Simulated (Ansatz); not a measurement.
One change: `C[S][SnH]([Cl])[Cl]` becomes `B[CH2][SnH]([Cl])[Cl]`.

Ansatz, PBE0-D4/def2-TZVP geometries, multiplicity 1. Each molecule was computed in one conformer, which needn't be the lowest.

Elements past krypton have def2 core potentials.

```
                                          property  `C[S][SnH]([Cl])[Cl]`
               HOMO energy (B3LYP/def2-TZVPP) / eV                  -7.28
              HOMO–LUMO gap (PBE0/def2-TZVPP) / eV                   5.72
  size of the dipole moment (B3LYP/def2-TZVPP) / D                   1.60
             HOMO energy (ωB97M-V/def2-TZVPP) / eV                  -9.71
size of the dipole moment (ωB97M-V/def2-TZVPP) / D                   1.56
             HOMO–LUMO gap (B3LYP/def2-TZVPP) / eV                   5.18
```

Task: What does the change do to each property? (An estimate is asked.)

Result: Computed: 
```
                                          property  `B[CH2][SnH]([Cl])[Cl]`  shift
               HOMO energy (B3LYP/def2-TZVPP) / eV                    -8.41  -1.13
              HOMO–LUMO gap (PBE0/def2-TZVPP) / eV                     6.74   1.02
  size of the dipole moment (B3LYP/def2-TZVPP) / D                     3.08   1.48
             HOMO energy (ωB97M-V/def2-TZVPP) / eV                   -10.80  -1.09
size of the dipole moment (ωB97M-V/def2-TZVPP) / D                     3.09   1.53
             HOMO–LUMO gap (B3LYP/def2-TZVPP) / eV                     6.24   1.06
```

With PBE0 the HOMO falls by 1.15 eV and the LUMO falls by 0.12 eV, so the gap widens by about 1.03 eV. PBE moves the HOMO by -1.13 eV and ωB97M-V by -1.09 eV. Dipoles are sizes alone; their direction can turn.

B3LYP here is the variant with VWN-RPA as its local correlation; programs differ in this.
